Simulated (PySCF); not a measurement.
Al(H)(Et)(vinyl) (C4H9Al), SMILES C=[CH][AlH][CH2]C.

Geometry optimised at B3LYP-D3(BJ)/def2-SVP. The structure was generated by enumeration; whether it is a known compound was not checked. Other conformers were not sampled.

These are C-PCM-PBE0/def2-SVP in PySCF values and carry that method's errors.

The values are the electrostatic part of the solvation free energy, E(continuum) − E(gas) at the gas-phase geometry, in a cavity of scaled van der Waals radii (PySCF's table); cavitation and dispersion terms are not included. A continuum can't describe solvent molecules that bind to the metal. In vacuum the orbital gap is 5.98 eV. The dipole moment in vacuum is 0.81 D.

Computed values in water (ε = 78.36), chlorobenzene (ε = 5.70), dimethylsulfoxide (ε = 46.83):
| solvent | ε | ΔG(elec) (kcal/mol) | dipole (D) | gap (eV) |
|---|---|---|---|---|
| water | 78.36 | -3.5 | 0.99 | 6.11 |
| chlorobenzene | 5.70 | -2.8 | 0.95 | 6.09 |
| dimethylsulfoxide | 46.83 | -3.4 | 0.99 | 6.11 |
